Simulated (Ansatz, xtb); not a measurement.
Spectroscopic constants of TeN, multiplicity 2 (lowest of 2S+1 = 2, 4 at CCSD(T)/def2-TZVPP on PBE0 minima; our sources give no spin for the ground state, which may be another). No spin–orbit coupling. The T1 diagnostic near the minimum is 0.065, so single-reference values are doubtful.

The constants come from a fifth-degree fit in 1/R (seven points, main isotopes). In def2 and cc sets the state is the lowest found near the PBE0 minimum, followed along R.

Run with Ansatz (an electronic-structure program); xtb for the GFN methods. Values without a source in brackets are computed. In def2 rows elements past Kr take small-core potentials, without spin–orbit coupling. The GFN methods have no spin term and hold the electronic entropy of 300 K.

```
level             r_e (Å)  ω_e (cm⁻¹)  α_e (cm⁻¹)  ω_e x_e (cm⁻¹)  dipole (D)
----------------  -------  ----------  ----------  --------------  ----------
GFN1-xTB            1.847         861      0.0027             3.5           -
GFN2-xTB            1.807         918      0.0027             3.6           -
SVWN5/def2-TZVPP    1.844         851      0.0024             3.9        2.82
```
